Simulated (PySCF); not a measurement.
B(F)(Cl)(NMe2) (C2H6BClFN), SMILES CN(C)B(F)Cl. Atoms are numbered in the order given.

```xyz
12

B     -0.4630    -0.3201     0.0000
F     -1.7973    -0.3843     0.0000
Cl     0.4160    -1.8711     0.0000
N      0.1874     0.9160     0.0000
C     -0.5668     2.1599     0.0000
C      1.6271     1.0943     0.0000
H     -0.3249     2.7662     0.8916
H     -0.3249     2.7662    -0.8916
H     -1.6438     1.9544     0.0000
H      1.9522     1.6608    -0.8913
H      1.9522     1.6608     0.8913
H      2.1339     0.1227     0.0000
```

Geometry: B3LYP-D3(BJ)/def2-SVP. One conformer was computed; it need not be the lowest.

All values below come from B3LYP-D3(BJ)/def2-SVP run with PySCF.

Frequencies are harmonic and unscaled.

| mode | ν (cm⁻¹) | IR (km/mol) | Raman (Å⁴/amu) | depolarisation | moving atoms (share of kinetic energy) |
|---|---|---|---|---|---|
| 1 | 107 | 0.2 | 0.0 | – | C 37 %, H 25 %, F 22 %, Cl 14 % |
| 2 | 157 | 0.2 | 0.1 | 0.75 | H 78 %, N 15 % |
| 3 | 184 | 0.0 | 0.3 | 0.75 | H 96 % |
| 4 | 227 | 0.3 | 0.6 | 0.70 | C 31 %, Cl 31 %, H 15 %, F 14 % |
| 5 | 279 | 2.5 | 0.0 | – | H 43 %, N 39 % |
| 6 | 336 | 8.4 | 1.4 | 0.56 | F 39 %, C 32 %, H 15 %, Cl 9 % |
| 7 | 406 | 0.3 | 1.4 | 0.30 | Cl 35 %, F 24 %, C 18 %, H 15 % |
| 8 | 433 | 2.6 | 0.8 | 0.54 | C 35 %, H 22 %, N 15 %, F 12 %, Cl 12 % |
| 9 | 585 | 26.4 | 1.1 | 0.75 | B 79 %, N 12 % |
| 10 | 619 | 20.8 | 6.3 | 0.10 | F 32 %, C 28 %, Cl 12 %, H 11 %, N 9 %, B 8 % |
| 11 | 949 | 22.0 | 3.0 | 0.62 | C 38 %, B 27 %, H 18 %, N 13 % |
| 12 | 1084 | 11.9 | 5.2 | 0.74 | H 72 %, C 24 % |
| 13 | 1116 | 0.0 | 2.3 | 0.75 | H 80 %, C 20 % |
| 14 | 1136 | 200.0 | 6.1 | 0.36 | H 43 %, B 34 %, C 17 % |
| 15 | 1177 | 1.9 | 0.2 | 0.75 | H 69 %, C 20 %, N 12 % |
| 16 | 1239 | 26.6 | 0.4 | 0.66 | N 46 %, C 24 %, H 13 %, B 10 % |
| 17 | 1289 | 239.0 | 1.1 | 0.52 | B 42 %, N 22 %, F 14 %, H 13 %, C 8 % |
| 18 | 1434 | 7.4 | 10.1 | 0.66 | H 86 %, C 13 % |
| 19 | 1450 | 66.1 | 9.6 | 0.24 | H 69 %, C 20 % |
| 20 | 1464 | 0.1 | 31.6 | 0.75 | H 97 % |
| 21 | 1472 | 36.5 | 36.1 | 0.64 | H 86 % |
| 22 | 1475 | 16.3 | 0.6 | 0.75 | H 97 % |
| 23 | 1475 | 13.5 | 4.6 | 0.75 | H 96 % |
| 24 | 1581 | 304.4 | 5.6 | 0.30 | N 38 %, B 31 %, H 29 % |
| 25 | 3000 | 29.9 | 15.9 | 0.75 | H 97 % |
| 26 | 3006 | 85.4 | 295.3 | 0.02 | H 97 % |
| 27 | 3058 | 67.1 | 179.4 | 0.75 | H 90 %, C 10 % |
| 28 | 3062 | 1.8 | 21.7 | 0.75 | H 90 %, C 10 % |
| 29 | 3162 | 4.5 | 57.4 | 0.61 | H 91 %, C 9 % |
| 30 | 3167 | 3.9 | 41.0 | 0.60 | H 91 %, C 9 % |
